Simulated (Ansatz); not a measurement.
Two isomers of CH5BrOSi: A = `OC([SiH3])Br`, B = `C[SiH](O)Br`.

Computed with Ansatz on PBE0-D4/def2-TZVP structures; ΔE is electronic, products minus reactants. CCSD(T)/CBS is the MP2 limit (def2-TZVPP, def2-QZVPP) plus CCSD(T) − MP2 in def2-TZVPP, frozen cores. DFT in def2-TZVPP. B3LYP here is the variant with VWN-RPA as its local correlation; programs differ in this. For Br outer-core shells are correlated without core-valence functions, which leaves a few kJ/mol of doubt a bond. Scalar relativity is left out up to krypton. Each species was taken in one conformer, which may not be the lowest.

A:

Z-matrix (Å, degrees):
```
C
Si 1 1.898
Br 1 2.004 2 105.9
O 1 1.373 2 110.6 3 -121.3
H 1 1.093 2 113.1 3 110.4
H 2 1.481 1 108.8 3 61.0
H 2 1.482 1 107.9 3 -59.8
H 2 1.487 1 108.6 3 -178.8
H 4 0.963 1 109.9 2 -175.1
```

B:

```xyz
9

C    -0.1569   -0.1271   -1.1837
Si    0.4119   -0.1299    0.5793
O    -0.8032   -0.3427    1.6549
Br    1.4224    1.8265    0.9647
H     0.6952   -0.0185   -1.8585
H    -0.6661   -1.0670   -1.4132
H    -0.8468    0.6983   -1.3737
H     1.3875   -1.2011    0.8651
H    -1.4439    0.3615    1.7651
```

**Question.** Which is lower in electronic energy at CCSD(T)/CBS, and by how much? (Estimate.)

**Answer.** Ansatz gave: B, by 84.9 kcal/mol.

**Question.** Give E(B) − E(A) in kcal/mol with PBE-D4, LDA (SPW92), BLYP-D4, MP2/def2-TZVPP, B2PLYP, PBE0-D4, B3LYP. (Best estimate.)

**Answer.** Computed: PBE-D4 -78.7, LDA (SPW92) -79.0, BLYP-D4 -78.3, MP2/def2-TZVPP -86.6, B2PLYP -83.8, PBE0-D4 -82.4, B3LYP -81.9. None reverses the order clearly.

**Question.** Does the order hold for the free energy at 298.15 K (harmonic terms from PBE0-D4)? (Best estimate.)

**Answer.** The calculation gave: Yes: G(B) − G(A) = -82.9 kcal/mol, for one conformer each.

Largest T1 diagnostic: 0.010.

Leaving LDA and LC-ωPBE aside and taking each functional with its dispersion term where it has one, the values, not all of them listed here, spread over 8.3 kcal/mol, from r2SCAN0-D4 to revPBE-D4. From BLYP to BHLYP (50 % exact exchange), in def2-TZVPP and without D4, E(B) − E(A) moves by −7.0 kcal/mol.
